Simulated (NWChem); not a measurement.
Species: C$_{2}$H$_{7}$Bi; SMILES [CH3][BiH][CH3]

```xyz
10

Bi    -0.2723     0.0051     0.0000
H     -0.3740    -1.7949     0.0000
C      1.2889     0.0077    -1.6580
H      0.8113    -0.2746    -2.6065
H      1.7048     1.0209    -1.7481
H      2.0897    -0.7040    -1.4187
C      1.2889     0.0077     1.6580
H      0.8113    -0.2746     2.6065
H      2.0897    -0.7040     1.4187
H      1.7048     1.0209     1.7481
```
Atoms are numbered in this order, from 1.

Level: PBE0/def2-SVP with def2 effective core potentials on Bi (NWChem), optimised geometry, unscaled harmonic frequencies. def2 effective core potentials on Bi; no spin-orbit coupling.

| frequency (cm⁻¹) | IR intensity (km/mol) |
|---|---|
| 102 | 0.0 |
| 103 | 0.0 |
| 157 | 0.3 |
| 470 | 17.6 |
| 472 | 29.2 |
| 519 | 4.7 |
| 531 | 6.3 |
| 695 | 5.0 |
| 790 | 12.1 |
| 795 | 35.5 |
| 806 | 22.7 |
| 1181 | 4.7 |
| 1194 | 1.8 |
| 1427 | 3.6 |
| 1429 | 3.7 |
| 1436 | 3.3 |
| 1438 | 10.3 |
| 1802 | 288.3 |
| 3073 | 10.6 |
| 3074 | 13.8 |
| 3195 | 1.1 |
| 3195 | 5.2 |
| 3206 | 3.0 |
| 3207 | 2.1 |

| Property | Result |
|---|---|
| zero-point energy | 49.0 kcal/mol |
| thermal correction to the enthalpy at 298.15 K (with zero-point energy) | 53.5 kcal/mol |
| heat capacity Cv | 20.4 cal/(mol K) |
| entropy at 298.15 K and 1 atm (symmetry number 1) | 80.9 cal/(mol K) |

Rigid rotor and harmonic oscillator.
